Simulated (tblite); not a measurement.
Record of a relaxation.

Species: C4H9F3P (charge +1).
SMILES with atom numbers: `[CH3:1][PH2+:2][CH2:3][CH2:4][C:5]([F:6])([F:7])[F:8]` (hydrogens: H9, H10, H11 on C1; H12, H13 on P2; H14, H15 on C3; H16, H17 on C4)

Computed with GFN2-xTB (tblite), gas phase: L-BFGS steps from a force-field or distance-geometry start until the largest atomic force falls under 0.01 eV/Å. 4 of its 112 geometries are shown.

Step 0: E = -801.1118 eV, largest atomic force 1.242 eV/Å
```
atom  x, y, z in Å  |  force x, y, z in eV/Å
C1     -2.540   -0.412    0.744   -0.814   0.529  -0.043
P2     -1.139    0.522    0.121    0.244   0.347   0.761
C3      0.139   -0.771   -0.029   -0.044   0.520  -0.328
C4      1.453   -0.242   -0.587    0.025  -0.593   0.163
C5      2.164    0.674    0.392    1.180  -0.047  -0.384
F6      3.348    1.065   -0.132   -0.689  -0.118   0.461
F7      1.447    1.791    0.632    0.071  -0.252   0.115
F8      2.418    0.067    1.567   -0.315   0.430  -0.450
H9     -2.829   -1.189    0.032    0.037   0.077   0.002
H10    -3.402    0.263    0.894    0.217  -0.280  -0.039
H11    -2.311   -0.882    1.700    0.138   0.052   0.028
H12    -1.404    1.161   -1.093    0.108  -0.296   0.313
H13    -0.748    1.551    1.019   -0.447  -0.671  -0.533
H14     0.282   -1.245    0.940    0.010  -0.021   0.239
H15    -0.266   -1.522   -0.711   -0.034  -0.102  -0.079
H16     2.104   -1.101   -0.786    0.161   0.175  -0.003
H17     1.278    0.283   -1.518    0.154   0.250  -0.224
```

Step 37: E = -801.3309 eV, largest atomic force 0.142 eV/Å
```
atom  x, y, z in Å  |  force x, y, z in eV/Å
C1     -2.659   -0.314    0.707    0.040  -0.041  -0.020
P2     -1.028    0.363    0.349    0.017  -0.021  -0.004
C3      0.237   -0.902   -0.027    0.001   0.023   0.027
C4      1.517   -0.310   -0.631   -0.021  -0.084  -0.086
C5      2.109    0.771    0.257   -0.112  -0.003  -0.042
F6      3.266    1.230   -0.167   -0.010  -0.034   0.040
F7      1.234    1.820    0.287    0.000   0.049   0.007
F8      2.229    0.372    1.525    0.010   0.028  -0.016
H9     -2.989   -1.019   -0.056    0.048  -0.001  -0.033
H10    -3.375    0.509    0.755   -0.001   0.024   0.000
H11    -2.651   -0.815    1.676    0.035  -0.057  -0.002
H12    -1.111    1.214   -0.726   -0.011   0.047   0.005
H13    -0.658    1.103    1.436   -0.024   0.072   0.085
H14     0.475   -1.433    0.903   -0.062  -0.017  -0.028
H15    -0.189   -1.625   -0.736   -0.003   0.082   0.098
H16     2.261   -1.093   -0.766    0.094  -0.104   0.024
H17     1.326    0.142   -1.606   -0.003   0.038  -0.055
```

Step 74: E = -801.3711 eV, largest atomic force 0.072 eV/Å
```
atom  x, y, z in Å  |  force x, y, z in eV/Å
C1     -2.605   -0.338    0.686    0.017   0.011  -0.003
P2     -1.010    0.443    0.398    0.038  -0.056  -0.026
C3      0.204   -0.859   -0.018    0.005  -0.025  -0.005
C4      1.528   -0.370   -0.615   -0.037  -0.008  -0.006
C5      2.082    0.781    0.204   -0.013   0.005   0.007
F6      3.266    1.195   -0.186    0.001   0.031  -0.011
F7      1.214    1.836    0.114   -0.001  -0.018  -0.010
F8      2.131    0.491    1.507   -0.017  -0.019   0.035
H9     -2.924   -0.899   -0.194    0.009   0.009  -0.012
H10    -3.355    0.423    0.907    0.000   0.004   0.021
H11    -2.534   -1.021    1.534   -0.013  -0.007   0.008
H12    -1.127    1.364   -0.614    0.005  -0.015  -0.007
H13    -0.651    1.117    1.536    0.018   0.028   0.004
H14     0.390   -1.417    0.910   -0.003   0.014  -0.006
H15    -0.277   -1.546   -0.724   -0.011   0.026   0.015
H16     2.263   -1.179   -0.622   -0.019   0.016   0.002
H17     1.397   -0.011   -1.638    0.022   0.004  -0.006
```

Step 111: E = -801.3746 eV, largest atomic force 0.008 eV/Å
```
atom  x, y, z in Å  |  force x, y, z in eV/Å
C1     -2.592   -0.332    0.706    0.005   0.004   0.002
P2     -0.998    0.436    0.384    0.004  -0.004  -0.005
C3      0.206   -0.870   -0.035    0.001  -0.002  -0.003
C4      1.535   -0.377   -0.614    0.001  -0.003  -0.002
C5      2.057    0.788    0.209    0.001   0.001  -0.005
F6      3.262    1.189   -0.123    0.002   0.007   0.001
F7      1.203    1.845    0.054   -0.004  -0.002  -0.005
F8      2.031    0.521    1.520    0.000  -0.006   0.002
H9     -2.964   -0.827   -0.192    0.002  -0.003   0.000
H10    -3.312    0.428    1.014   -0.005   0.004   0.001
H11    -2.497   -1.070    1.505   -0.002  -0.002   0.007
H12    -1.131    1.336   -0.645    0.001   0.000   0.003
H13    -0.618    1.133    1.503   -0.001   0.001  -0.002
H14     0.383   -1.435    0.889   -0.007  -0.001   0.002
H15    -0.278   -1.546   -0.749    0.000   0.003  -0.005
H16     2.278   -1.178   -0.598    0.001  -0.001   0.006
H17     1.428   -0.029   -1.643    0.000   0.004   0.002
```

Q: Summarise the path.

A: The energy falls by 0.2628 eV from step 0 to step 111; nine tenths of that is first reached at step 44. It falls at every step. The largest force goes from 1.242 to 0.008 eV/Å. Among the bonds P2–H13 changes most, from 1.420 to 1.372 Å; the atoms move by 0.370 Å rms after alignment.

Q: Follow the three bonds and two angles with the largest change from start to end.

A: 
```
step  E above end (eV)  largest force (eV/Å)  P2–H13 (Å)  C5–F6 (Å)  P2–H12 (Å)  C1–P2–C3 (°)  C4–C5–F6 (°)
   0            0.2628                 1.242       1.420      1.353       1.397         101.9         109.5
   5            0.1392                 0.226       1.363      1.321       1.372         104.5         112.4
  10            0.1123                 0.132       1.370      1.317       1.379         106.2         112.7
  14            0.1039                 0.104       1.373      1.320       1.376         106.7         113.6
  19            0.0971                 0.092       1.368      1.316       1.378         107.8         113.5
  24            0.0884                 0.180       1.374      1.320       1.373         109.4         114.1
  29            0.0726                 0.180       1.366      1.314       1.378         111.7         113.5
  34            0.0510                 0.226       1.369      1.319       1.376         114.3         113.7
  39            0.0372                 0.100       1.368      1.314       1.375         113.3         113.5
  43            0.0275                 0.139       1.374      1.317       1.372         111.2         113.7
  48            0.0169                 0.097       1.370      1.313       1.376         109.8         114.0
  53            0.0116                 0.089       1.372      1.314       1.371         109.1         114.5
  58            0.0089                 0.062       1.372      1.313       1.374         108.8         114.5
  63            0.0073                 0.077       1.371      1.313       1.373         108.6         114.3
  68            0.0056                 0.077       1.372      1.314       1.374         108.5         114.2
  72            0.0042                 0.031       1.371      1.314       1.374         108.5         114.1
  77            0.0024                 0.042       1.373      1.314       1.373         108.5         114.2
  82            0.0013                 0.031       1.371      1.314       1.373         108.7         114.2
  87            0.0010                 0.016       1.372      1.314       1.373         108.7         114.2
  92            0.0007                 0.019       1.371      1.313       1.373         108.7         114.3
  97            0.0005                 0.018       1.372      1.313       1.373         108.7         114.4
 101            0.0003                 0.014       1.371      1.313       1.374         108.7         114.5
 106            0.0001                 0.013       1.372      1.313       1.373         108.7         114.4
 111            0.0000                 0.008       1.372      1.313       1.374         108.7         114.4
```
